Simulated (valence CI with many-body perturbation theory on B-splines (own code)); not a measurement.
E1 transitions of Er LXII

Computed by valence CI with perturbative core correlation (CI+MBPT): five valence electrons over a frozen Dirac-Fock core [He], radial functions for each j: 11 s, 11 p, 10 d, 8 f, 5 g, 2 h, with the one-electron correlation potential Σ1, the two-electron term Σ2, the three-electron term Σ3, Breit, model QED; selected CI, second order for the rest, scaled by the run's own slope (own B-spline code, finite nucleus).

No measured spectrum was set against this ion. As an estimate, large intervals hold to a few tenths of a per cent, small ones and those within an open d or f shell to about a per cent. Among the levels kept, up to 7400 cm⁻¹ of a level comes from second order outside the variational space, and about a tenth of that is noise between levels of different J, which matters for small intervals.

Lines 1 to 50 of 600 in falling wavelength, among levels below 10471 eV, chosen from the strongest by gf and those to the six lowest levels. Wavelengths and rates use the calculated energies. Electric multipoles are in the length gauge with retardation, E1 and E2 with the static RPA response of the core. Weak lines are less certain than strong ones. Lines between different terms over intervals too small for the method are left out, as are lines whose strength nearly cancels. The highest levels of a list are the least certain.

Levels are named by their leading jj configuration (3d3/2^4 stands for four electrons in 3d with j = 3/2), which in mixed levels can hold well under half, so a name can repeat and another be missing. Letters in brackets count levels of one name in rising energy.

| λ vac (nm) | Upper | Lower | A (s⁻¹) | log gf | Branch % |
| --- | --- | --- | --- | --- | --- |
| 12.55 | (2s 2p1/2 2p3/2^2 3p1/2) J=7/2 | (2s 2p1/2 2p3/2^2 3s) J=7/2 | 5.11e+09 | -1.02 | 0.0 |
| 12.26 | (2s^2 2p3/2^2 3p1/2) J=5/2 | (2s^2 2p3/2^2 3s) J=3/2 | 6.38e+09 | -1.06 | 0.2 |
| 12.13 | (2s 2p1/2^2 2p3/2 3p1/2) J=3/2 [a] | (2s 2p1/2^2 2p3/2 3s) J=5/2 | 9.96e+09 | -1.06 | 0.0 |
| 12.02 | (2s 2p1/2^2 2p3/2 3p1/2) J=5/2 | (2s 2p1/2^2 2p3/2 3s) J=5/2 | 6.63e+09 | -1.06 | 0.0 |
| 11.49 | (2s^2 2p3/2^2 3p1/2) J=3/2 | (2s^2 2p3/2^2 3s) J=5/2 | 1.17e+10 | -1.03 | 0.3 |
| 11.20 | (2s^2 2p3/2^2 3p1/2) J=5/2 | (2s^2 2p3/2^2 3s) J=5/2 | 7.49e+09 | -1.07 | 0.3 |
| 9.732 | (2s^2 2p1/2 2p3/2 3p1/2) J=3/2 [b] | (2s^2 2p1/2 2p3/2 3s) J=5/2 | 1.59e+10 | -1.04 | 0.5 |
| 9.470 | (2s 2p1/2 2p3/2^2 3p1/2) J=5/2 [b] | (2s 2p1/2 2p3/2^2 3s) J=7/2 | 1.88e+10 | -0.82 | 0.0 |
| 8.155 | (2s^2 2p3/2^2 3d5/2) J=5/2 [a] | (2s^2 2p3/2^2 3p3/2) J=3/2 [a] | 1.56e+10 | -1.03 | 0.0 |
| 7.918 | (2s 2p1/2 2p3/2^2 3d5/2) J=5/2 [f] | (2s 2p1/2 2p3/2^2 3p3/2) J=3/2 [g] | 2.62e+10 | -0.83 | 0.0 |
| 7.905 | (2s 2p1/2 2p3/2^2 3d5/2) J=7/2 [b] | (2s 2p1/2 2p3/2^2 3p3/2) J=5/2 [b] | 1.62e+10 | -0.92 | 0.0 |
| 7.791 | (2s 2p1/2^2 2p3/2 3d5/2) J=9/2 | (2s 2p1/2^2 2p3/2 3p3/2) J=7/2 | 4.53e+10 | -0.39 | 44.4 |
| 7.779 | (2s 2p1/2 2p3/2^2 3d5/2) J=7/2 [e] | (2s 2p1/2 2p3/2^2 3p3/2) J=5/2 [e] | 3.62e+10 | -0.58 | 0.0 |
| 7.756 | (2s^2 2p3/2^2 3d5/2) J=7/2 | (2s^2 2p3/2^2 3p3/2) J=5/2 | 2.67e+10 | -0.72 | 1.2 |
| 7.737 | (2s 2p1/2 2p3/2^2 3d5/2) J=7/2 [c] | (2s 2p1/2 2p3/2^2 3p3/2) J=5/2 [c] | 3.59e+10 | -0.59 | 0.1 |
| 7.725 | (2s 2p1/2 2p3/2^2 3d5/2) J=11/2 | (2s 2p1/2 2p3/2^2 3p3/2) J=9/2 | 4.59e+10 | -0.31 | 4.1 |
| 7.701 | (2s 2p1/2 2p3/2^2 3d5/2) J=9/2 [a] | (2s 2p1/2 2p3/2^2 3p3/2) J=7/2 [a] | 4.36e+10 | -0.41 | 2.5 |
| 7.694 | (2s 2p1/2^2 2p3/2 3d5/2) J=3/2 [b] | (2s 2p1/2^2 2p3/2 3p3/2) J=1/2 [b] | 3.19e+10 | -0.95 | 0.0 |
| 7.686 | (2s^2 2p1/2 2p3/2 3d5/2) J=7/2 [a] | (2s^2 2p1/2 2p3/2 3p3/2) J=5/2 [a] | 3.77e+10 | -0.57 | 0.1 |
| 7.675 | (2s^2 2p1/2 2p3/2 3d5/2) J=5/2 [b] | (2s^2 2p1/2 2p3/2 3p3/2) J=3/2 [b] | 2.17e+10 | -0.94 | 0.0 |
| 7.639 | (2s 2p1/2 2p3/2^2 3d5/2) J=9/2 [b] | (2s 2p1/2 2p3/2^2 3p3/2) J=7/2 [b] | 3.62e+10 | -0.50 | 1.1 |
| 7.630 | (2s^2 2p3/2^2 3d5/2) J=9/2 | (2s^2 2p3/2^2 3p3/2) J=7/2 | 3.92e+10 | -0.47 | 30.8 |
| 7.601 | (2s^2 2p3/2^2 3d5/2) J=5/2 [b] | (2s^2 2p3/2^2 3p3/2) J=3/2 [b] | 3.78e+10 | -0.71 | 0.0 |
| 7.600 | (2s 2p1/2 2p3/2^2 3d5/2) J=5/2 [d] | (2s 2p1/2 2p3/2^2 3p3/2) J=3/2 [e] | 3.30e+10 | -0.77 | 0.0 |
| 7.569 | (2s 2p1/2^2 2p3/2 3d5/2) J=7/2 [a] | (2s 2p1/2^2 2p3/2 3p3/2) J=5/2 [a] | 4.00e+10 | -0.56 | 0.0 |
| 7.563 | (2s 2p1/2 2p3/2^2 3d5/2) J=9/2 [b] | (2s 2p1/2 2p3/2^2 3p3/2) J=9/2 | 9.93e+09 | -1.07 | 0.3 |
| 7.559 | (2s^2 2p1/2 2p3/2 3d5/2) J=7/2 [b] | (2s^2 2p1/2 2p3/2 3p3/2) J=5/2 [b] | 3.65e+10 | -0.60 | 0.0 |
| 7.558 | (2s 2p1/2^2 2p3/2 3d5/2) J=5/2 [b] | (2s 2p1/2^2 2p3/2 3p3/2) J=3/2 [b] | 4.05e+10 | -0.68 | 0.0 |
| 7.548 | (2s 2p1/2 2p3/2^2 3d5/2) J=7/2 [a] | (2s 2p1/2 2p3/2^2 3p3/2) J=5/2 [a] | 3.03e+10 | -0.68 | 0.1 |
| 7.541 | (2s 2p1/2 2p3/2^2 3d5/2) J=7/2 [d] | (2s 2p1/2 2p3/2^2 3p3/2) J=5/2 [d] | 3.81e+10 | -0.59 | 0.1 |
| 7.494 | (2s 2p1/2^2 2p3/2 3d5/2) J=7/2 [b] | (2s 2p1/2^2 2p3/2 3p3/2) J=5/2 [b] | 4.90e+10 | -0.48 | 0.0 |
| 7.462 | (2s^2 2p1/2 2p3/2 3d5/2) J=9/2 | (2s^2 2p1/2 2p3/2 3p3/2) J=7/2 | 4.77e+10 | -0.40 | 51.7 |
| 7.436 | (2s 2p1/2 2p3/2^2 3d5/2) J=5/2 [c] | (2s 2p1/2 2p3/2^2 3p3/2) J=3/2 [d] | 4.53e+10 | -0.65 | 0.0 |
| 7.415 | (2s 2p1/2 2p3/2^2 3d5/2) J=9/2 [c] | (2s 2p1/2 2p3/2^2 3p3/2) J=7/2 [c] | 5.00e+10 | -0.38 | 0.4 |
| 7.409 | (2s^2 2p1/2^2 3d5/2) J=5/2 | (2s^2 2p1/2^2 3p3/2) J=3/2 | 4.92e+10 | -0.61 | 0.0 |
| 7.342 | (2s 2p1/2 2p3/2^2 3d5/2) J=5/2 [e] | (2s 2p1/2 2p3/2^2 3p3/2) J=3/2 [f] | 3.56e+10 | -0.76 | 0.0 |
| 7.152 | (2s^2 2p1/2 2p3/2 3d5/2) J=5/2 [a] | (2s^2 2p1/2 2p3/2 3p3/2) J=3/2 [a] | 3.70e+10 | -0.77 | 0.0 |
| 7.146 | (2s 2p1/2^2 2p3/2 3d5/2) J=5/2 [a] | (2s 2p1/2^2 2p3/2 3p3/2) J=3/2 [a] | 3.13e+10 | -0.84 | 0.0 |
| 6.683 | (2s 2p1/2 2p3/2^2 3d5/2) J=3/2 [c] | (2s 2p1/2 2p3/2^2 3p3/2) J=1/2 [b] | 3.34e+10 | -1.05 | 0.0 |
| 6.352 | (2s 2p1/2 2p3/2^2 3d5/2) J=7/2 [b] | (2s 2p1/2 2p3/2^2 3p3/2) J=7/2 [b] | 2.45e+10 | -0.93 | 0.0 |
| 6.269 | (2s 2p1/2 2p3/2^2 3d5/2) J=5/2 [a] | (2s 2p1/2 2p3/2^2 3p3/2) J=5/2 [a] | 2.48e+10 | -1.06 | 0.0 |
| 5.005 | (2s 2p1/2 2p3/2^2 3p3/2) J=9/2 | (2s^2 2p3/2^2 3p3/2) J=7/2 | 4.70e+10 | -0.75 | 1.6 |
| 4.646 | (2s 2p1/2^2 2p3/2 3p3/2) J=7/2 | (2s^2 2p1/2 2p3/2 3p3/2) J=5/2 [a] | 6.09e+10 | -0.80 | 1.0 |
| 4.409 | (2s 2p1/2^2 2p3/2^2) J=5/2 | (2s^2 2p1/2 2p3/2^2) J=5/2 | 1.60e+10 | -1.55 | 1.2 |
| 4.252 | (2p1/2^2 2p3/2^2 3p3/2) J=7/2 | (2s 2p1/2 2p3/2^2 3p3/2) J=5/2 [c] | 1.16e+11 | -0.60 | 0.0 |
| 4.080 | (2s 2p1/2^2 2p3/2^2) J=5/2 | (2s^2 2p1/2 2p3/2^2) J=3/2 | 2.65e+10 | -1.40 | 2.0 |
| 3.908 | (2s 2p1/2^2 2p3/2 3p3/2) J=5/2 [b] | (2s^2 2p1/2 2p3/2 3p3/2) J=3/2 [b] | 6.71e+10 | -1.04 | 0.0 |
| 3.757 | (2s 2p1/2^2 2p3/2^2) J=1/2 | (2s^2 2p1/2 2p3/2^2) J=1/2 | 5.87e+10 | -1.60 | 1.2 |
| 3.739 | (2p1/2^2 2p3/2^2 3p3/2) J=3/2 [b] | (2s 2p1/2 2p3/2^2 3p3/2) J=1/2 [c] | 1.80e+11 | -0.82 | 0.1 |
| 3.727 | (2s 2p1/2 2p3/2^2 3p3/2) J=7/2 [c] | (2s^2 2p3/2^2 3p3/2) J=5/2 | 7.64e+10 | -0.90 | 0.0 |
